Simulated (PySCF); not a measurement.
Species: C5H5N3S.
SMILES with atom numbers: `[N:1]#[C:2][CH2:3][CH2:4][c:5]1[n:6][cH:7][n:8][s:9]1` (hydrogens: H10, H11 on C3; H12, H13 on C4; H14 on C7)

Structure used (PBE0-D3(BJ)/def2-SVP), in Å, numbered top down from 1:
```xyz
14
C5H5N3S angstrom
N     -1.5099    2.6203    0.7639
C     -1.6221    1.4827    0.5854
C     -1.7421    0.0546    0.3184
C     -0.8316   -0.4075   -0.8260
C      0.6113   -0.2904   -0.4605
N      1.1430   -0.8639    0.5855
C      2.4632   -0.5439    0.6426
N      2.9852    0.2289   -0.2757
S      1.7761    0.6344   -1.3304
H     -2.7942   -0.1694    0.0824
H     -1.4796   -0.4992    1.2335
H     -1.0489   -1.4674   -1.0322
H     -1.0461    0.1574   -1.7446
H      3.0914   -0.9293    1.4504
```

Computed, not measured: TDDFT PBE0/def2-SVPD, vertical, gas phase, core orbitals frozen in the response (PySCF).

Frontier orbitals with the atoms that hold most of them (Löwdin shares over 4%, at most four atoms; ? is withheld):

| orbital | ε (eV) | atoms |
| --- | --- | --- |
| HOMO-3 | -9.29 | N8 38%, S9 15%, N6 11%, C5 10% |
| HOMO-2 | -9.09 | N6 31%, N8 22%, S9 19%, C5 12% |
| HOMO-1 | -8.63 | ? |
| HOMO | ? | ? |
| LUMO | -1.63 | C5 25%, S9 24%, N8 17%, N6 13% |
| LUMO+1 | -0.40 | S9 59%, N8 12%, C5 7%, H13 7% |
| LUMO+2 | 0.10 | C3 13%, N1 12%, C2 12%, C4 10% |

Q: Which atoms hold the HOMO, and with what shares?

A: S9 (bonded to C and N) 34%; C7 (bonded to 2 N and H) 19%; N8 (bonded to C and S) 18%; C5 (bonded to C, N and S) 17%. By element: carbon 36% or more, sulfur 34%, nitrogen 18% or more.

Q: Which atoms hold the HOMO-1, and with what shares?

A: N6 (bonded to 2 C) 50%; N8 (bonded to C and S) 24%; S9 (bonded to C and N) 12%; C7 (bonded to 2 N and H) 6%. By element: nitrogen 74% or more, sulfur 12%, carbon 6% or more.

Q: What is the HOMO energy, and the HOMO–LUMO gap?

A: ε(HOMO) = -8.25 eV; the gap is 6.62 eV (0.2432 hartree).

Q: The HOMO–LUMO gap is 6.62 eV. Where does the response calculation put the lowest singlet, and from which orbitals?

A: S1 is at 5.23 eV (f = 0.0014), 1.39 eV below the gap, made of HOMO-1→LUMO (99%). Its leading pair isn't HOMO and LUMO; the energies of that pair differ by 6.99 eV. 

Q: One configuration dominates each of S1, S2, S4, S5 and S6. Which, and how do the shares of the two leading atoms of either orbital change from the occupied to the empty one?

A: 
- S1 (5.23 eV, f 0.0014), HOMO-1→LUMO (99%): N6 50% → 13%, N8 24% → 17%, C5 at most 6% → 25%, S9 12% → 24%
- S2 (5.84 eV, f 0.103), HOMO→LUMO (88%): S9 34% → 24%, C7 19% → at most 13%, C5 17% → 25%
- S4 (6.22 eV, f 0.0000), HOMO→LUMO+1 (85%): S9 34% → 59%, C7 19% → at most 7%, N8 18% → 12%
- S5 (6.48 eV, f 0.067), HOMO-2→LUMO (85%): N6 31% → 13%, N8 22% → 17%, C5 12% → 25%, S9 19% → 24%
- S6 (6.84 eV, f 0.015), HOMO-1→LUMO+1 (86%): N6 50% → at most 7%, N8 24% → 12%, S9 12% → 59%

One conformer stands for the species.
